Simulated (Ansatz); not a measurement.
`[NH]=[Mo](=[NH])([NH2])[OH]`. The species carries charge 0 and has multiplicity 1. Mo: def2 effective core potential. The geometry is a stationary point of PBE0-D4/def2-TZVP. It is one conformer, not always the lowest.

```xyz
10

N     1.014   -0.405    1.307
Mo    0.046    0.254    0.034
N    -1.410    0.997    0.592
N    -0.467   -1.229   -1.104
O     1.048    1.569   -0.907
H     1.222   -0.617    2.273
H    -2.090    1.305    1.272
H    -1.377   -1.302   -1.532
H     0.010   -2.116   -1.100
H     2.005    1.545   -0.833
```

Problem. What is the dipole moment at B3LYP/def2-TZVPP? (An estimate is asked.)

Solution. Computed: 2.01 D, with components (0.13, -1.71, 1.03) D in this frame, pointing from negative to positive charge.

Problem. And with PBE, r2SCAN, ωB97M-V? (An estimate is asked.)

Solution. Ansatz gave: PBE 1.90 D, r2SCAN 1.94 D, ωB97M-V 2.05 D.

Problem. Give the Mulliken charges with B3LYP, PBE, ωB97M-V in def2-TZVPP. (Estimate.)

Solution. Ansatz gave: 
```json
{"atom": "N1", "B3LYP": "-0.62", "PBE": "-0.58", "ωB97M-V": "-0.56"}
{"atom": "Mo2", "B3LYP": "1.51", "PBE": "1.31", "ωB97M-V": "1.41"}
{"atom": "N3", "B3LYP": "-0.65", "PBE": "-0.61", "ωB97M-V": "-0.59"}
{"atom": "N4", "B3LYP": "-0.56", "PBE": "-0.54", "ωB97M-V": "-0.50"}
{"atom": "O5", "B3LYP": "-0.53", "PBE": "-0.49", "ωB97M-V": "-0.51"}
{"atom": "H6", "B3LYP": "0.17", "PBE": "0.18", "ωB97M-V": "0.14"}
{"atom": "H7", "B3LYP": "0.17", "PBE": "0.18", "ωB97M-V": "0.14"}
{"atom": "H8", "B3LYP": "0.17", "PBE": "0.18", "ωB97M-V": "0.14"}
{"atom": "H9", "B3LYP": "0.16", "PBE": "0.18", "ωB97M-V": "0.14"}
{"atom": "H10", "B3LYP": "0.20", "PBE": "0.20", "ωB97M-V": "0.19"}
```

B3LYP here is the variant with VWN-RPA as its local correlation; programs differ in this.
